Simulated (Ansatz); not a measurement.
Cartesian coordinates (Å):
```xyz
7

B     -1.6059     0.2998     0.0268
C     -0.6521    -0.6631     0.2618
B      0.7491    -0.1249     0.3814
N      1.8940     0.3464     0.4753
H     -2.3741     1.1654    -0.1731
H     -0.8243    -1.7293     0.3628
H      2.8132     0.7057     0.5535
```
Charge 0, multiplicity 1.

Calculation: Ansatz (a quantum-chemistry and plane-wave program) with frozen-core CCSD(T)/cc-pVTZ // PBE0-D3(BJ)/def2-TZVP.

```
Item                           Result
----------------------  -------------
HF energy               -143.44134 Ha
MP2 correlation energy    -0.54024 Ha
```

Problem. Estimate the CCSD correlation energy, the (T) correction, the total energy and the T1 diagnostic.

Solution. 
```json
{
  "CCSD correlation energy": "-0.56287 Ha",
  "(T) correction": "-0.02792 Ha",
  "CCSD(T) total energy": "-144.03213 Ha",
  "T1 diagnostic": "0.017"
}
```
